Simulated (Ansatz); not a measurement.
C2H5BrOSi, SMILES `[SiH3]O/C=C\Br`, relaxed with RKS PBE-D4/def2-SVP in Ansatz from a rough embedded geometry. The force threshold is 0.03 eV/Å; the program also tests the step.

Charge 0, multiplicity 1.

Start:

```xyz
10

Si    1.306   -1.141   -0.606
O     0.389    0.248   -0.476
C    -0.641    0.324    0.396
C    -1.401    1.439    0.684
Br   -1.160    3.045   -0.288
H     1.890   -1.515    0.628
H     0.359   -2.256   -1.036
H     2.290   -0.946   -1.663
H    -0.849   -0.622    1.016
H    -2.183    1.423    1.346
```

(1) By how much does the energy fall, and how many steps does the optimiser take? (An estimate is asked.)

(2) Which bonds change most? (Estimate.)

(3) Give the relaxed structure. (Estimate.)

Results:

(1) Ansatz gave: 0.32 eV, in 6 steps, 1 of them rejected.

(2) Ansatz gave: Si1–H6 from 1.415 to 1.504 Å; C4–H10 from 1.025 to 1.097 Å; C3–H9 from 1.151 to 1.108 Å; Si1–H8 from 1.457 to 1.494 Å.

(3) Computed: 
```xyz
10

Si    1.295   -1.184   -0.640
O     0.341    0.201   -0.405
C    -0.693    0.308    0.460
C    -1.403    1.440    0.638
Br   -1.037    3.033   -0.301
H     2.027   -1.534    0.627
H     0.428   -2.345   -1.047
H     2.252   -0.819   -1.728
H    -0.971   -0.588    1.050
H    -2.239    1.488    1.347
```
